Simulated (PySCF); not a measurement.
**Basis-set dependence of excited states**

CH5FOSi.
SMILES: `O[SiH2]CF`

TDDFT with PBE0 (PySCF), vertical singlets, core orbitals frozen in the response, spherical d and f functions. The structure is a single PBE0-D3(BJ)/def2-SVP conformer in the gas phase; no vibrational or solvent corrections.

| basis | functions | diffuse | S1 (eV) | S2 (eV) | S3 (eV) | S4 (eV) | S5 (eV) | LUMO (eV) | α (au) |
| --- | --- | --- | --- | --- | --- | --- | --- | --- | --- |
| 6-31G* | 70 | no | 7.09 | 8.12 | 8.53 | 8.76 | 8.90 | 0.65 | 35.0 |
| def2-SVP | 85 | no | 7.29 | 8.25 | 8.48 | 8.80 | 8.92 | 0.74 | 36.9 |
| 6-31+G* | 86 | yes | 6.74 | 7.53 | 7.66 | 7.91 | 8.20 | -0.26 | 40.3 |
| def2-SVPD | 130 | yes | 6.93 | 7.81 | 7.92 | 8.05 | 8.52 | -0.05 | 45.0 |
| aug-cc-pVDZ | 141 | yes | 6.66 | 7.35 | 7.57 | 7.74 | 7.92 | -0.36 | 45.8 |
| def2-TZVP | 160 | no | 6.94 | 7.87 | 8.10 | 8.32 | 8.58 | 0.14 | 41.9 |
| def2-TZVPD | 205 | yes | 6.73 | 7.59 | 7.64 | 7.82 | 8.22 | -0.25 | 45.7 |

Task: Compare the sets with the largest diffuse one.

Result: States are compared by their number. Against the largest diffuse basis here (def2-TZVPD, itself not a converged limit), sets without diffuse functions differ by up to 0.56 eV in S1 and 0.69 eV in S5; the smaller diffuse sets differ by up to 0.20 and 0.30 eV. State by state, the largest deviation of a set without diffuse functions is S1 0.56, S2 0.66, S3 0.89, S4 0.98, S5 0.69 eV. The same number needn't mean the same state in each row. Against def2-TZVPD the polarisability deviates by -23% in 6-31G*, -19% in def2-SVP, -12% in 6-31+G*, -1% in def2-SVPD, 0% in aug-cc-pVDZ, -8% in def2-TZVP. A single + in a Pople set puts diffuse functions on heavy atoms only.

Without π bonds the low states may be Rydberg-like; a valence basis with one diffuse set may place them up to an eV too high.
